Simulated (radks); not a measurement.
Q: The silver ion Ag+, [Kr] 4d10. All-electron calculation, non-relativistic Kohn-Sham, exchange-only PBE, spin-polarised, spherical densities, point nucleus. Program: a radial shooting solver on a logarithmic mesh with Libxc functionals. Every spin shell is full or empty, so the densities are truly spherical. Functionals are evaluated on that one density, not self-consistently. Rank these orbital-free kinetic functionals by their error against the exact value of the orbitals, and give that value: Thomas-Fermi, von Weizsacker, TF + vW, TF + vW/9, TF + vW/5, APBEK, revAPBEK, Perdew 92, Thakkar, Pearson, DePristo-Kress.

A: Exact: 5196.86 hartree. From best to worst, with 100 (|E| - |E exact|)/|E exact| (equal figures are ties): DePristo-Kress -0.08, APBEK +0.13, revAPBEK +0.31, Thakkar -0.55, Perdew 92 -0.67, TF + vW/9 -0.68, Pearson -0.93, TF + vW/5 +3.09, Thomas-Fermi -5.39, TF + vW +37.02, von Weizsacker -57.59.
